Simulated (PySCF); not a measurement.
## What settings do to a single point of [Yb(MeOH)]3+

The sound run of [Yb(MeOH)]3+ (singlet in the valence; each metal's 4f electrons, 13 of them, lie in its core potential, out of spins and levels) uses PySCF 2.14.0, RKS PBE0, Yb lcecp-1-SVP with ECP59, O def2-SVP, H def2-SVP, C def2-SVP; non-relativistic Hamiltonian with scalar-relativistic core potentials where named; density fitting; no spin-orbit coupling, grid (50, 194), threshold 1e-8 Eh and 55 cycles, at the relaxed geometry:

```xyz
7

Yb   -0.2145    0.0000   -0.2505
O    -0.0789    0.0000    1.7841
H    -0.8685    0.0000    2.3895
C     1.1673    0.0000    2.8680
H     0.9988   -0.9320    3.4292
H     2.0791    0.0000    2.2546
H     0.9988    0.9320    3.4292
```

There Yb1 has a Mulliken charge of 2.38 e and the dipole about the centre of mass is 4.04 D. Each run below changes one thing and starts from free metal ions and neutral atoms unless it says otherwise; with 55 cycles, smearing, a level shift and second-order steps follow where DIIS fails, and their cycles count. Energy shifts count from the sound run. On f atoms grids over 110 angular points are at least (60, 302).

| change | outcome | cycles | energy shift (eV) | largest force component (eV/Å) | charge on Yb1 (e) | dipole about the centre of mass (D) |
| --- | --- | --- | --- | --- | --- | --- |
| start from the bare core Hamiltonian, limit 65 cycles | converged | 12 | 0.0000 | 0.01 | 2.38 | 4.04 |
| threshold 0.001 | converged | 7 | 0.0000 | 0.01 | 2.38 | 4.04 |
| all coordinates × 1.12 | converged | 11 | 1.59 | 3.17 | 2.41 | 4.94 |
| grid (40, 110) | converged | 11 | 0.0059 | 0.04 | 2.38 | 4.04 |

**Question.** How does the run with this change end: cycle limit 5?

**Answer.** outcome not converged, cycles 5.

Forces carry noise of the integration grid, about 0.01 to 0.03 eV/Å.

An lcecp potential fixes the number of 4f electrons, so in runs with it no electron can move into or out of that shell.
